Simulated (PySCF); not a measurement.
disulfane (H₂S₂), SMILES SS. Coordinates come from a B3LYP-D3(BJ)/def2-TZVP optimisation.

Level of theory: B3LYP-D3(BJ)/def2-TZVP in PySCF.

Harmonic wavenumbers (cm⁻¹): 450, 503, 896, 900, 2624, 2627. Rotational constants (GHz): 146.6, 6.858, 6.858; symmetry number 2.

### Question
Work out the zero-point energy and the ideal-gas rigid-rotor harmonic-oscillator thermochemistry at 298.15 K and 1 atm.

### Answer
ZPE = ½ Σ hcν = ½ × 7999 cm⁻¹ = 11.44 kcal/mol. H − E(el) = 14.18 kcal/mol. Entropy in cal/(mol K): translation 38.49, rotation 19.99, vibration 1.73, total 60.21. G − E(el) = -3.77 kcal/mol. Cp = 11.56 cal/(mol K).
